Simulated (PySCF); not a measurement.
Isomers of C5H10NP, mass 115.055 u with the commonest isotopes. Method: wB97X-D/def2-SVPD in PySCF (dipole) on a GFN2-xTB geometry, gas phase. One conformer each, none proved a minimum here; rigid rotors.

Task: Order these by rotational constant C, largest first.
A. `[CH3:1][CH2:2][P:3]([CH3:4])[CH2:5][C:6]#[N:7]` with C1–C2–P3–C4 -79°, C2–P3–C5–C6 167°
B. `[NH:1]=[P:2]1([CH:3]2[CH2:4][CH2:5]2)[CH2:6][CH2:7]1` with N1–P2–C3–C4 177°
C. `[CH:1]#[C:2][CH2:3][P:4]([NH2:5])[CH2:6][CH3:7]` with C2–C3–P4–N5 -72°, C3–P4–N5–H 180° and 62°, C3–P4–C6–C7 -78°

Result: B (1501 MHz), C (1061 MHz), A (1013 MHz).

Task: Order these by dipole moment, largest first.
A. `[CH3:1][CH2:2][P:3]([CH3:4])[CH2:5][C:6]#[N:7]` with C1–C2–P3–C4 -79°, C2–P3–C5–C6 167°
B. `[NH:1]=[P:2]1([CH:3]2[CH2:4][CH2:5]2)[CH2:6][CH2:7]1` with N1–P2–C3–C4 177°
C. `[CH:1]#[C:2][CH2:3][P:4]([NH2:5])[CH2:6][CH3:7]` with C2–C3–P4–N5 -72°, C3–P4–N5–H 180° and 62°, C3–P4–C6–C7 -78°

Result: A (4.88 D), B (3.33 D), C (0.83 D).

Task: Order these by radius of gyration √(Σ m r²/M), largest first.
A. `[NH:1]=[P:2]1([CH:3]2[CH2:4][CH2:5]2)[CH2:6][CH2:7]1` with N1–P2–C3–C4 177°
B. `[CH3:1][CH2:2][P:3]([CH3:4])[CH2:5][C:6]#[N:7]` with C1–C2–P3–C4 -79°, C2–P3–C5–C6 167°
C. `[CH:1]#[C:2][CH2:3][P:4]([NH2:5])[CH2:6][CH3:7]` with C2–C3–P4–N5 -72°, C3–P4–N5–H 180° and 62°, C3–P4–C6–C7 -78°

Result: B (2.130 Å), C (2.080 Å), A (1.803 Å).

```json
{"SMILES": "CCP(C)CC#N", "point group": "C1", "Ia (u·Å²)": "94.03", "Ib (u·Å²)": "450.61", "Ic (u·Å²)": "498.95", "κ": "-0.95", "μa (D)": "4.33", "μb (D)": "1.20", "μc (D)": "1.90"}
{"SMILES": "C#CCP(N)CC", "point group": "C1", "Ia (u·Å²)": "123.53", "Ib (u·Å²)": "395.64", "Ic (u·Å²)": "476.17", "κ": "-0.86", "μa (D)": "0.63", "μb (D)": "0.42", "μc (D)": "0.35"}
{"SMILES": "N=P1(C2CC2)CC1", "point group": "C1", "Ia (u·Å²)": "148.67", "Ib (u·Å²)": "262.38", "Ic (u·Å²)": "336.68", "κ": "-0.55", "μa (D)": "1.23", "μb (D)": "3.09", "μc (D)": "0.07"}
```
